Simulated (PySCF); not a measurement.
Two-component Hartree-Fock for Cr (chromium, neutral)

Start: [Ar] 3d4 4s1 5s1; 3d5/2 filled at m_j = -1/2, +1/2, +3/2, +5/2; 4s1/2 filled at m_j = +1/2; 5s1/2 filled at m_j = +1/2. Calculated with PySCF 2.14 in x2c-TZVPall-2c with one added diffuse shell each of s, p, d type (7s8p5d1f, 63 functions): generalised Hartree-Fock with the X2C-1e Hamiltonian and a Gaussian nucleus; one run each with spin-orbit coupling (SO) switched off, then screened by Boettger's factors. This is a chosen level, not necessarily the ground level.

```json
{"spinor shell": "1s1/2", "electrons": "2", "ε, spin-free (eV)": "-6051.4", "ε, screened SO (eV)": "-6051.4", "weight of nominal j (screened SO)": "1.000", "rms radius, screened SO (bohr)": "0.0734"}
{"spinor shell": "2s1/2", "electrons": "2", "ε, spin-free (eV)": "-732.94", "ε, screened SO (eV)": "-732.94", "weight of nominal j (screened SO)": "1.000", "rms radius, screened SO (bohr)": "0.316"}
{"spinor shell": "2p1/2", "electrons": "2", "ε, spin-free (eV)": "-614.12", "ε, screened SO (eV)": "-620.08", "weight of nominal j (screened SO)": "0.986", "rms radius, screened SO (bohr)": "0.285"}
{"spinor shell": "2p3/2", "electrons": "4", "ε, spin-free (eV)": "-614.12", "ε, screened SO (eV)": "-611.22", "weight of nominal j (screened SO)": "0.993", "rms radius, screened SO (bohr)": "0.288"}
{"spinor shell": "3s1/2", "electrons": "2", "ε, spin-free (eV)": "-100.73", "ε, screened SO (eV)": "-100.73", "weight of nominal j (screened SO)": "1.000", "rms radius, screened SO (bohr)": "0.963"}
{"spinor shell": "3p3/2", "electrons": "4", "ε, spin-free (eV)": "-65.511", "ε, screened SO (eV)": "-65.785", "weight of nominal j (screened SO)": "0.832", "rms radius, screened SO (bohr)": "1.05"}
{"spinor shell": "3p1/2", "electrons": "2", "ε, spin-free (eV)": "-65.511", "ε, screened SO (eV)": "-64.995", "weight of nominal j (screened SO)": "0.665", "rms radius, screened SO (bohr)": "1.04"}
{"spinor shell": "3d5/2", "electrons": "4", "ε, spin-free (eV)": "-19.415", "ε, screened SO (eV)": "-19.409", "weight of nominal j (screened SO)": "0.693", "rms radius, screened SO (bohr)": "1.38"}
{"spinor shell": "4s1/2", "electrons": "1", "ε, spin-free (eV)": "-11.004", "ε, screened SO (eV)": "-11.005", "weight of nominal j (screened SO)": "1.000", "rms radius, screened SO (bohr)": "3.18"}
{"spinor shell": "5s1/2", "electrons": "1", "ε, spin-free (eV)": "-2.313", "ε, screened SO (eV)": "-2.313", "weight of nominal j (screened SO)": "1.000", "rms radius, screened SO (bohr)": "8.98"}
```

```csv
quantity,spin-free,screened SO
E (hartree),-1049.47078,-1049.48127
M_J,5,5
⟨J²⟩,30.005,30.005
⟨L²⟩,6.005,6.008
⟨S²⟩,12.000,11.999
```

Each row is a mean over spinors that exchange with the open shell spreads, by up to 12.725 eV (3p3/2).

Rows whose weight is well below 1 are mixtures of j = l ± 1/2: exchange outweighs spin-orbit coupling there, and the label is only the starting occupation.

Without spin-orbit coupling the j labels of p, d and f shells carry no meaning; the spin-free column gives the mean over the occupied spinors of each nl shell.
